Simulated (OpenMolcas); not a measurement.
An OpenMolcas run meant for Lu⁺ (ANO-R1, X2C; inactive shells 1s 2s 2p 3s 3p 3d 4s 4p 4d 4f 5s 5p; intended active space 2 electrons in 6 orbitals (5d 6s)). One step of its input:

```
&CASPT2
Multistate=12 1 2 3 4 5 6 7 8 9 10 11 12
Frozen=14 16
IPEA=0.25
Shift=5.0
MaxIter=60
WThr=0.0 0.3 0.05
PrWF=0.5
NoMix
```

The run finished. Its levels beside those of a sound run (SS-CASPT2, IPEA 0.25 Eh, imaginary shift 0.1 Eh (closed shells correlated: 5s 5p)), in cm-1 above each run's lowest level:

```csv
Level,This run,Usual run
6s2 1S0,0.0,0.0
5d 6s 3D1,11544,13906
5d 6s 3D2,12296,14630
5d 6s 3D3,13926,16288
5d 6s 1D2,18431,20065
```

Q: Which setting is unsound, and how much does it matter here?

A: The level shift is far above the usual 0.1 to 0.3 hartree and damps the second-order energy. Against the sound run the excited levels shown move by 2200 cm-1 on average and by 2400 cm-1 at most.

CASPT2 breaks the degeneracy within a term, and the mean is taken; among the terms shown or strongly mixed into the levels shown the widest spread is 44 cm-1 (5d 6s 1D, the sound run). Some high roots are left out of the spin-orbit mixing, which shifts the levels that they would mix with. A single d shell beside an s shell can misplace configurations of different d count against each other. Only configurations of the active space appear.
